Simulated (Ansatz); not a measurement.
The molecule NaS, multiplicity 2 (lowest of 2S+1 = 2, 4 at CCSD(T)/def2-TZVPP on PBE0 minima; our sources give no spin for the ground state, which may be another).

D_e counts from the fitted minimum to each atom's lowest state at the same level, without counterpoise.

Correlated levels freeze the inner cores; with def2 sets outer-core shells near the valence are correlated too.

Programs: Ansatz (an electronic-structure program). 

```json
[
 {"level": "r2SCAN/def2-TZVPP", "bond energy D_e (eV)": "2.665"},
 {"level": "B97M-V/def2-TZVPP", "bond energy D_e (eV)": "2.667"},
 {"level": "B3LYP/def2-TZVPP", "bond energy D_e (eV)": "2.533"},
 {"level": "PBE0/def2-TZVPP", "bond energy D_e (eV)": "2.527"},
 {"level": "BHLYP/def2-TZVPP", "bond energy D_e (eV)": "2.433"},
 {"level": "CCSD/def2-TZVPP", "bond energy D_e (eV)": "2.343"},
 {"level": "CCSD/def2-QZVPP", "bond energy D_e (eV)": "2.511"},
 {"level": "CCSD(T)/def2-TZVPP", "bond energy D_e (eV)": "2.407"},
 {"level": "CCSD(T)/def2-QZVPP", "bond energy D_e (eV)": "…"}
]
```

**Question.** Some entries are withheld; supply them.

**Answer.** 
- CCSD(T)/def2-QZVPP, bond energy D_e (eV): 2.594
